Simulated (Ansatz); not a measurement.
System: bromoboronic acid, sum formula H2BO2Br, net charge 0, singlet state. 
Structure (B3LYP-D3(BJ)/def2-TZVP (Ansatz, a program for electronic structure) minimum search):
SMILES: OB(O)Br
```xyz
6

O      1.6455    -1.1399     0.4064
B      0.3246    -0.9027     0.2771
O     -0.5544    -1.8945     0.5250
Br    -0.3166     0.8805    -0.2703
H      2.2062    -0.3838     0.2124
H     -1.4760    -1.6469     0.4109
```
Charge 0, spin multiplicity 1.

Quantity: vertical ionisation energy (to the doublet state of charge +1; each state is the SCF solution reached for its spin), in eV. Valence correlation only, unless marked. UHF or UKS for open shells. No spin-orbit coupling. Frozen are the shells of the preceding noble gas and the d and f shells that filled before the atom's block. Non-relativistic. CBS(X,Y): correlation extrapolated as X^-3; Hartree-Fock from the larger set.

```json
[
 {"level": "PBE/def2-TZVPD", "program": "Ansatz", "vertical ionisation energy (eV)": "10.85"},
 {"level": "PBE0/def2-TZVPD", "program": "Ansatz", "vertical ionisation energy (eV)": "11.14"},
 {"level": "BHLYP/def2-TZVPD", "program": "Ansatz", "vertical ionisation energy (eV)": "11.19"},
 {"level": "wB97M-V/def2-TZVPD", "program": "Ansatz", "vertical ionisation energy (eV)": "[?]"},
 {"level": "B2PLYP/def2-TZVPD", "program": "Ansatz", "vertical ionisation energy (eV)": "[?]"},
 {"level": "SCS-MP2/aug-cc-pVTZ", "program": "Ansatz", "vertical ionisation energy (eV)": "11.22"},
 {"level": "SCS-MP2/aug-cc-pVQZ", "program": "Ansatz", "vertical ionisation energy (eV)": "11.32"},
 {"level": "CCSD(T)/CBS(aug-cc-pVTZ,aug-cc-pVQZ)", "program": "Ansatz", "vertical ionisation energy (eV)": "11.37"}
]
```

**Question.** Complete the blanks.

**Answer.** 
- wB97M-V/def2-TZVPD, vertical ionisation energy (eV): 11.20
- B2PLYP/def2-TZVPD, vertical ionisation energy (eV): 11.16
